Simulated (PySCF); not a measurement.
SMILES OB([SiH2]OC)O, singlet at its GFN2-xTB optimised geometry (Å):

```
13

C      2.8457    -0.3968     0.0000
O      1.4498    -0.3968     0.0000
Si     0.4725     0.9245     0.0000
B     -1.3151     0.1161    -0.0121
O     -1.5772    -1.2202    -0.0047
O     -2.3825     0.9439    -0.0296
H      3.1900    -1.4311     0.0364
H      3.2290     0.0814    -0.9037
H      3.2310     0.1447     0.8662
H      0.8339     1.7771     1.1533
H      0.8429     1.7887    -1.1413
H     -0.8085    -1.7887     0.0070
H     -3.2310     0.4928    -0.0355
```

Computed with PBE0/def2-TZVP run with PySCF.

Map of the LUMO amplitude (bohr^(-3/2)) on the plane z = 1.0 Å; orbital energy -0.14 eV, overall sign arbitrary:

```
|=============================|
|=============================|
|=============================|
|===============-----=========|
|==============-------========|
|=============---------=======|
|=============----------======|
|=============---:::----======|
|=====----=====-:..:-----=====|
|====-----===+=-:  .:----=====|
|====------=+**+-  ::---======|
|===----::=+*##*+-::---=======|
|====---:-=*%@@%*=-----=======|
|====----=+%@@@%#+=---========|
|=====---=*%@@%#*+=---========|
|=========+*###*+==---========|
|=======--==++*++=----========|
|======---::-======---========|
|======---:::-======-=========|
|======----:--================|
|======-------================|
|=======------================|
|=========---=================|
|=============================|
|=============================|
|=============================|
|=============================|
|=============================|
|=============================|
```
Scale: ten equal steps from -0.082 (start of ' ') to 0.120 (end of '@'), in the order ' .:-=+*#%@'; x runs from -5.50 to 5.50, y from -5.50 (bottom) to 5.50 (top).
